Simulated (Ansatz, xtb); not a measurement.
Relative energy of two conformers of C3H10BPS

We compare I, `CSCB(C)P`, a singlet, with II, `CSCB(C)P`, a singlet. Both are isolated molecules in the gas phase, relaxed with B3LYP/def2-SVP.

I (Å):

```xyz
16

C     1.0374    1.3801   -0.0542
C     2.0208   -1.2990   -0.0858
C     3.1255   -2.0684    2.2956
B     1.8869   -1.5635    1.4580
P     0.1968   -1.2033    2.3324
S     2.5993    0.4606    0.1040
H     1.2915    2.4422    0.0759
H     0.5956    1.2356   -1.0516
H     0.3174    1.0913    0.7279
H     1.1228   -1.3173   -0.7197
H     2.8335   -1.8410   -0.5916
H     3.0547   -3.1737    2.3406
H     4.0975   -1.8303    1.8334
H     3.1380   -1.7186    3.3403
H     0.2768   -2.1532    3.3912
H    -0.6615   -1.9742    1.4933
```

II (Å):

```csv
atom,x (Å),y (Å),z (Å)
C,-2.6105,-1.3014,-0.5902
C,-0.7181,-0.8428,1.5049
C,1.1107,-1.0189,-0.5438
B,0.5092,-0.2658,0.7060
P,1.2561,1.4397,1.2465
S,-2.0228,0.0318,0.5016
H,-1.8069,-1.6921,-1.2305
H,-3.3856,-0.8563,-1.2312
H,-3.0558,-2.1210,-0.0062
H,-0.8885,-1.9274,1.4341
H,-0.8448,-0.5252,2.5494
H,1.5533,-0.3537,-1.3024
H,1.9419,-1.6443,-0.1606
H,0.4119,-1.7098,-1.0425
H,2.6153,1.1838,0.8988
H,1.4090,1.1714,2.6405
```

Which of the two would you expect CCSD(T)/def2-SVP + ΔMP2/def2-TZVPP electronic energies to favour?

Structure I; the calculation gives E(II) − E(I) = +7.51 kJ/mol.

The same difference at several levels:

```
                             level        geometry  E(II) − E(I) (kJ/mol)  departure from the last row (kJ/mol)  job, with rough time for the two
                    B3LYP/def2-SVP  B3LYP/def2-SVP                   +7.01                                 −0.49                optimisation, 43 s
                       HF/def2-SVP  B3LYP/def2-SVP                   +5.51                                 −2.00           part of the CCSD(T) run
                      MP2/def2-SVP  B3LYP/def2-SVP                   +9.03                                 +1.52           part of the CCSD(T) run
                  CCSD(T)/def2-SVP  B3LYP/def2-SVP                   +8.18                                 +0.67                      single point
CCSD(T)/def2-SVP + ΔMP2/def2-TZVPP  B3LYP/def2-SVP                   +7.51                                                      single point, 26 s
```

The levels shown agree on the order. The largest departure from CCSD(T)/def2-SVP + ΔMP2/def2-TZVPP is that of HF/def2-SVP, 2.00 kJ/mol. Levels run at GFN2-xTB geometries aren't shown. The last row adds to CCSD(T) the change of the MP2 difference between the two basis sets, here −0.67 kJ/mol.

With thermal terms from frequencies at re-optimised GFN2-xTB minima (ideal gas, soft modes damped towards free rotors, one conformer each, 298.15 K, 1 atm): the zero-point term adds −1.05 kJ/mol; ΔH is +7.59 and ΔG +3.04 kJ/mol.

The correlated steps freeze 14 core orbitals. Codes used: Ansatz 0.2.0, xtb 6.7.1; the last row on 4 threads of Intel(R) Xeon(R) 6975P-C (Granite Rapids) on a shared host.
